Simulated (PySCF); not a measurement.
**Working out the excitation energy of Sn⁺**

Sn⁺ [Kr] 4d10 5s2 5p1 (2P) → Sn⁺ [Kr] 4d10 5s2 6s1 (2S). Computed with PySCF 2.14 in aug-cc-pVTZ-PP with ECP28MDF (6s5p4d2f, 55 functions), with a scalar-relativistic core potential. Frozen: 4s2 4p6 4d10. Energies in hartree (1 hartree = 27.21139 eV):

| part | Sn⁺ (lower) | Sn⁺ (upper) |
| --- | --- | --- |
| UHF | -213.088509 | -212.847792 |
| CCSD correlation | -0.044159 | -0.043004 |
| (T) | -0.000676 | -0.000890 |

Q: What does Hartree-Fock give?

A: (-212.847792) − (-213.088509) = 0.240717 hartree = 6.550 eV.

Q: What do CCSD and CCSD(T) give?

A: The CCSD correlation energies differ by 0.001155 hartree = 0.031 eV and the triples by -0.000214 hartree = -0.006 eV, so CCSD gives 6.581 eV and CCSD(T) 6.575 eV.

Measured between the centres of the two terms (NIST): 6.702 eV, so CCSD(T) (valence) is off by -0.127 eV.

What remains against the reference includes basis incompleteness, the frozen core and higher excitations.
